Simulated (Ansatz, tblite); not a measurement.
Spin states of the cluster SrS₂⁻, each relaxed with r2SCAN-D4/def2-TZVPD in Ansatz. Electronic energies in the gas phase.

In the def2 sets Sr takes a core potential; there is no spin–orbit coupling. The xTB rows come from tblite. Correlated methods freeze 10 core orbitals; core or outer-core shells of Sr are correlated, in sets that lack core-valence functions. In CCSD on the charge -1 doublet the largest single amplitude is 0.28, so its Hartree–Fock determinant may place the open shell otherwise than the density functionals do. The structure comes from a short search, and lower isomers may exist.

Doublet geometry (D∞h within 0.1 Å):

Cartesian coordinates in Å:
```
Sr -0.011 0.008 -0.006
S -1.569 -0.617 1.983
S 1.580 0.609 -1.976
```

Quartet geometry (C2v within 0.1 Å):

Cartesian coordinates in Å:
```
Sr -0.323 -0.666 -0.627
S -2.040 0.428 1.345
S 2.363 0.238 -0.717
```

⟨S²⟩: doublet 0.76 at PBE0-D4/def2-TZVPD (pure 0.75), quartet 3.76 at PBE0-D4/def2-TZVPD (pure 3.75).

Run but left out: HF/def2-TZVPD, HF/def2-TZVPPD, MP2/def2-TZVPD, MP2/def2-TZVPPD (doublet: a determinant that CCSD turns far, T1 0.052).

Only these spin states were relaxed.

```
               level  quartet − doublet (kJ/mol)  lowest of these                    remarks
            GFN1-xTB                       349.3          doublet                          –
   PBE-D4/def2-TZVPD                       172.9          doublet  HOMO above zero (quartet)
r2SCAN-D4/def2-TZVPD                       155.9          doublet  HOMO above zero (quartet)
  ωB97X-V/def2-TZVPD                        95.8          doublet                          –
```

(1) Estimate the rows for BLYP-D4/def2-TZVPD, RPA@PBE/def2-TZVPD, CCSD/def2-TZVPPD, CCSD(T)/def2-TZVPPD.

Answers

(1) 
| level | quartet − doublet (kJ/mol) | lowest of these | remarks |
| --- | --- | --- | --- |
| BLYP-D4/def2-TZVPD | 165.0 | doublet | HOMO above zero (quartet) |
| RPA@PBE/def2-TZVPD | 97.7 | doublet | – |
| CCSD/def2-TZVPPD | 68.3 | doublet | large T1 (0.052) (doublet) |
| CCSD(T)/def2-TZVPPD | 94.8 | doublet | large T1 (0.052) (doublet) |

The xTB methods have no term that favours high spin, so they put low spin too low.
